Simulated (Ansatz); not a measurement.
`[CH2]1[SiH2][O][GeH2]1`, charge 0, multiplicity 1.

(1) Give a relaxed structure at PBE0-D4/def2-TZVP (Ansatz). (Best estimate.)

Answers

(1) The calculation gave: 
Cartesian coordinates in Å:
```
C -0.192 1.023 0.115
Si -1.173 -0.557 -0.232
O 0.168 -1.538 -0.190
Ge 1.354 -0.197 0.153
H -0.162 1.761 -0.686
H -0.394 1.521 1.063
H -2.166 -0.905 0.819
H -1.852 -0.578 -1.555
H 2.375 -0.093 -0.992
H 2.043 -0.437 1.505
```
Point group Cs.
This is one stationary point; other conformers may exist.
